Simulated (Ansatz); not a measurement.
Mulliken charges of H$_{4}$O$_{3}$Sn (`[OH][SnH]([OH])[OH]`) from PBE/def2-TZVPP in Ansatz (PBE0-D4/def2-TZVP geometry).

```json
{"atom": "O1", "x (Å)": "-1.145", "y (Å)": "1.120", "z (Å)": "-0.840", "charge (e)": "-0.516"}
{"atom": "Sn2", "x (Å)": "0.052", "y (Å)": "0.312", "z (Å)": "0.475", "charge (e)": "1.077"}
{"atom": "O3", "x (Å)": "1.784", "y (Å)": "0.088", "z (Å)": "-0.400", "charge (e)": "-0.516"}
{"atom": "O4", "x (Å)": "-0.631", "y (Å)": "-1.483", "z (Å)": "0.832", "charge (e)": "-0.516"}
{"atom": "H5", "x (Å)": "-0.730", "y (Å)": "1.198", "z (Å)": "-1.702", "charge (e)": "0.192"}
{"atom": "H6", "x (Å)": "0.167", "y (Å)": "1.241", "z (Å)": "1.882", "charge (e)": "-0.104"}
{"atom": "H7", "x (Å)": "1.978", "y (Å)": "-0.836", "z (Å)": "-0.577", "charge (e)": "0.192"}
{"atom": "H8", "x (Å)": "-1.383", "y (Å)": "-1.698", "z (Å)": "0.274", "charge (e)": "0.192"}
```

Problem. By hand: the dipole of these point charges (1 e Å = 4.8032 D).

Solution. Σ q r = (0.009, 0.092, 0.141) e Å, of length 0.169 e Å = 0.81 D.

Problem. How does the dipole of the full density compare? (Best estimate.)

Solution. Ansatz gave: (-0.013, -0.078, -0.116) e Å, 0.67 D; the point charges give 1.21 times that, at 178° from its direction, so they point the opposite way.

Point charges leave out the atoms' own dipoles, such as those of lone pairs, and Mulliken's split depends on the basis, so the two needn't agree.
